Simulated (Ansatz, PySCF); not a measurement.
Sn(F)2(Cl)(Me) (CH3ClF2Sn), SMILES [CH3][Sn]([Cl])([F])[F]. Atoms are numbered in the order given.

```xyz
8

C     -2.2781    -0.1471     0.1739
Sn    -0.1642     0.1766     0.1604
F      0.5425     0.3524     1.9524
F      0.2941     1.8634    -0.6681
Cl     1.1317    -1.4562    -0.9037
H     -2.4902    -1.0880    -0.3494
H     -2.7488     0.7019    -0.3386
H     -2.6009    -0.1993     1.2218
```
Charge 0, spin multiplicity 1.

The structure is a stationary point at B3LYP-D3(BJ)/def2-SVP. The structure was generated by enumeration; whether it is a known compound was not checked. The def2 effective core potentials stand for the cores of Sn; spin–orbit coupling is left out.

Two levels are set side by side: PBE-D3(BJ)/def2-SVP (Ansatz, a quantum-chemistry and plane-wave program) and B3LYP-D3(BJ)/def2-SVP (Ansatz). Each level has its own optimised geometry; the coordinates shown are those of the second. Frequencies come from the Hessian of PySCF at each geometry. Differences are taken from unrounded values.

```
quantity                            B3LYP-D3(BJ)  PBE-D3(BJ)  PBE-D3(BJ) minus B3LYP-D3(BJ)
----------------------------------  ------------  ----------  -----------------------------
mean bond length (Å)                       1.663       1.672                          0.009
bond C1–Sn2 (Å)                            2.139       2.144                          0.005
bond Sn2–F3 (Å)                            1.934       1.948                          0.014
bond Sn2–F4 (Å)                            1.934       1.948                          0.014
bond Sn2–Cl5 (Å)                           2.340       2.349                          0.008
bond C1–H6 (Å)                             1.097       1.105                          0.007
bond C1–H7 (Å)                             1.098       1.105                          0.007
bond C1–H8 (Å)                             1.098       1.105                          0.007
highest harmonic wavenumber (cm⁻¹)          3191        3141                            -50
mean harmonic wavenumber (cm⁻¹)             1003         976                            -27
zero-point energy (kcal/mol)               25.80       25.11                          -0.68
```

GGA bonds tend to be longer and softer than those of functionals with exact exchange. Differences between two approximate levels are no errors against the true value.
